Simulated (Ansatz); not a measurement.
Gas-phase electronic energies from Ansatz, PBE0-D4/def2-TZVP geometries. CCSD(T)/CBS adds triple-zeta CCSD(T) − MP2 to the extrapolated MP2 energy (def2 sets, frozen cores). DFT in def2-TZVPP. HSE06 is defined as in plane-wave codes. For Ga outer-core shells are correlated without core-valence functions, which leaves a few kJ/mol of doubt a bond. Scalar relativity is left out up to krypton. One conformer a species, not always the lowest.

`[OH][GaH][GaH2]` + `C1=NC1` → `[GaH2][C]1=NC1` + `[OH][GaH2]`  (formal exchange of groups at a Ga–Ga bond)

```json
{"species": "`[OH][GaH][GaH2]`", "HSE06-D4 energy (Eh)": "-3926.79077"}
{"species": "`C1=NC1`", "HSE06-D4 energy (Eh)": "-132.56652"}
{"species": "`[GaH2][C]1=NC1`", "HSE06-D4 energy (Eh)": "-2057.75978"}
{"species": "`[OH][GaH2]`", "HSE06-D4 energy (Eh)": "-2001.58783"}
```

Task: Work out ΔE.

Result: ΔE = (-2057.75978) + (-2001.58783) − (-3926.79077) − (-132.56652) = 0.00968 Eh = +25.4 kJ/mol. CCSD(T)/CBS gives +21.4 kJ/mol.

Largest T1 diagnostic among the species: 0.015.

Leaving LDA and LC-ωPBE aside and taking each functional with its dispersion term where it has one, the values, not all of them listed here, spread over 12.0 kJ/mol, from B97M-V to PBE-D4. LDA lies −4.4 kJ/mol from PBE without D4. At CCSD(T), def2-SVP lies −4.9 kJ/mol from the extrapolated value and def2-TZVPP −3.3 kJ/mol.
